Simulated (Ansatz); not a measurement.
One change: `[CH3][ZnH]` becomes `Cl[CH2][ZnH]`.

Ansatz, PBE0-D4/def2-TZVP geometries, multiplicity 1. 

Scalar relativity is left out up to krypton.

```csv
property,`[CH3][ZnH]`
"ideal-gas entropy at 298 K and 1 bar (rigid rotor, harmonic PBE0-D4/def2-TZVP) / J/(mol·K)",254
HOMO–LUMO gap (PBE0/def2-TZVPP) / eV,7.25
LUMO energy (ωB97M-V/def2-TZVPP) / eV,1.04
HOMO–LUMO gap (PBE/def2-TZVPP) / eV,5.40
size of the dipole moment (B3LYP/def2-TZVPP) / D,0.51
HOMO energy (ωB97M-V/def2-TZVPP) / eV,-9.72
```

Problem. Give the same properties after the change, and the shifts. (Estimate.)

Solution. Computed: 
```json
{"property": "ideal-gas entropy at 298 K and 1 bar (rigid rotor, harmonic PBE0-D4/def2-TZVP) / J/(mol·K)", "`Cl[CH2][ZnH]`": "300", "shift": "46"}
{"property": "HOMO–LUMO gap (PBE0/def2-TZVPP) / eV", "`Cl[CH2][ZnH]`": "6.58", "shift": "-0.67"}
{"property": "LUMO energy (ωB97M-V/def2-TZVPP) / eV", "`Cl[CH2][ZnH]`": "0.72", "shift": "-0.32"}
{"property": "HOMO–LUMO gap (PBE/def2-TZVPP) / eV", "`Cl[CH2][ZnH]`": "4.61", "shift": "-0.79"}
{"property": "size of the dipole moment (B3LYP/def2-TZVPP) / D", "`Cl[CH2][ZnH]`": "1.90", "shift": "1.39"}
{"property": "HOMO energy (ωB97M-V/def2-TZVPP) / eV", "`Cl[CH2][ZnH]`": "-9.47", "shift": "0.25"}
```

With PBE0 the HOMO rises by 0.23 eV and the LUMO falls by 0.43 eV, so the gap narrows by about 0.66 eV. PBE moves the HOMO by 0.30 eV and ωB97M-V by 0.25 eV. Dipoles are sizes alone; their direction can turn.

B3LYP here is the variant with VWN-RPA as its local correlation; programs differ in this.
